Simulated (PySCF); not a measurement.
Isomers of C3H6O2Si, mass 102.014 u with the commonest isotopes. The calculation used CAM-B3LYP/def2-SVPD in PySCF (dipole) on a GFN2-xTB geometry, gas phase. One conformer each, none proved a minimum here; rigid rotors.

**Question.** Order these by radius of gyration √(Σ m r²/M), largest first.
A. `C[C@H]1OC(=O)[SiH2]1`
B. `[O:1]=[CH:2][C@H:3]1[CH2:4][SiH2:5][O:6]1` with O1–C2–C3–C4 93°
C. `[O:1]=[C:2]1[CH2:3][CH2:4][SiH2:5][O:6]1` with O1–C2–C3–C4 -164°, C2–C3–C4–Si5 -19°, C3–C4–Si5–O6 14°, C4–Si5–O6–C2 -6°
D. `[CH:1]#[C:2][Si@H:3]([OH:4])[O:5][CH3:6]` with C2–Si3–O4–H -90°, C2–Si3–O5–C6 -57°
E. `[CH3:1][SiH:2]([CH:3]=[O:4])[CH:5]=[O:6]` with C1–Si2–C3–O4 141°, C1–Si2–C5–O6 32°
F. `[O:1]=[CH:2][CH2:3][SiH2:4][CH:5]=[O:6]` with O1–C2–C3–Si4 5°, C2–C3–Si4–C5 -56°, C3–Si4–C5–O6 -50°
G. `[CH2:1]=[C:2]1[CH2:3][O:4][Si@H:5]1[OH:6]` with O4–Si5–O6–H 37°

**Answer.** E (1.893 Å), D (1.825 Å), B (1.773 Å), F (1.717 Å), A (1.696 Å), G (1.676 Å), C (1.634 Å).

**Question.** Order these by rotational constant A, smallest first.
A. `[O:1]=[CH:2][Si@H:3]1[CH2:4][CH2:5][O:6]1` with O1–C2–Si3–C4 125°
B. `[O:1]=[CH:2][CH2:3][SiH2:4][CH:5]=[O:6]` with O1–C2–C3–Si4 5°, C2–C3–Si4–C5 -56°, C3–Si4–C5–O6 -50°
C. `[CH3:1][SiH:2]([CH:3]=[O:4])[CH:5]=[O:6]` with C1–Si2–C3–O4 141°, C1–Si2–C5–O6 32°
D. `[CH:1]#[C:2][Si@H:3]([OH:4])[O:5][CH3:6]` with C2–Si3–O4–H -90°, C2–Si3–O5–C6 -57°
E. `C[C@H]1OC(=O)[SiH2]1`
F. `[O:1]=[CH:2][C@H:3]1[CH2:4][SiH2:5][O:6]1` with O1–C2–C3–C4 93°
G. `[O:1]=[C:2]1[CH2:3][CH2:4][SiH2:5][O:6]1` with O1–C2–C3–C4 -164°, C2–C3–C4–Si5 -19°, C3–C4–Si5–O6 14°, C4–Si5–O6–C2 -6°
H. `[CH2:1]=[C:2]1[CH2:3][O:4][Si@H:5]1[OH:6]` with O4–Si5–O6–H 37°

**Answer.** D (3365 MHz), C (3614 MHz), B (3800 MHz), E (4588 MHz), H (4866 MHz), G (5558 MHz), A (7936 MHz), F (8273 MHz).

**Question.** Order these by out-of-plane moment Σ m c² = (Ia + Ib − Ic)/2, smallest first.
A. `[CH:1]#[C:2][Si@H:3]([OH:4])[O:5][CH3:6]` with C2–Si3–O4–H -90°, C2–Si3–O5–C6 -57°
B. `[O:1]=[CH:2][Si@H:3]1[CH2:4][CH2:5][O:6]1` with O1–C2–Si3–C4 125°
C. `[O:1]=[CH:2][CH2:3][SiH2:4][CH:5]=[O:6]` with O1–C2–C3–Si4 5°, C2–C3–Si4–C5 -56°, C3–Si4–C5–O6 -50°
D. `[CH3:1][SiH:2]([CH:3]=[O:4])[CH:5]=[O:6]` with C1–Si2–C3–O4 141°, C1–Si2–C5–O6 32°
E. `[O:1]=[C:2]1[CH2:3][CH2:4][SiH2:5][O:6]1` with O1–C2–C3–C4 -164°, C2–C3–C4–Si5 -19°, C3–C4–Si5–O6 14°, C4–Si5–O6–C2 -6°
F. `[CH2:1]=[C:2]1[CH2:3][O:4][Si@H:5]1[OH:6]` with O4–Si5–O6–H 37°
G. `O1C(=O)[SiH2][C@H]1C`
H. `[O:1]=[CH:2][C@H:3]1[CH2:4][SiH2:5][O:6]1` with O1–C2–C3–C4 93°

**Answer.** E (7.05 u·Å²), A (13.82 u·Å²), F (15.46 u·Å²), G (16.04 u·Å²), H (17.46 u·Å²), B (21.19 u·Å²), D (28.65 u·Å²), C (38.02 u·Å²).

```tsv
SMILES	point group	Ia (u·Å²)	Ib (u·Å²)	Ic (u·Å²)	κ	μa (D)	μb (D)	μc (D)
O=CC[SiH2]C=O	C1	132.99	205.60	262.56	-0.43	2.13	2.59	0.35
C[C@H]1OC(=O)[SiH2]1	C1	110.16	199.21	277.29	-0.48	3.93	2.81	0.35
C=C1CO[Si@H]1O	C1	103.86	198.06	271.00	-0.54	1.40	0.85	1.00
C#C[Si@H](O)OC	C1	150.19	203.28	325.84	0.03	0.15	1.85	0.63
C[SiH](C=O)C=O	C1	139.82	254.28	336.81	-0.54	0.82	2.13	0.77
O=C[C@H]1C[SiH2]O1	C1	61.09	277.23	303.39	-0.95	3.18	1.18	0.41
O=C1CC[SiH2]O1	C1	90.93	188.64	265.48	-0.58	4.14	2.39	0.24
O=C[Si@H]1CCO1	C1	63.68	292.81	314.11	-0.96	2.39	1.40	0.72
```
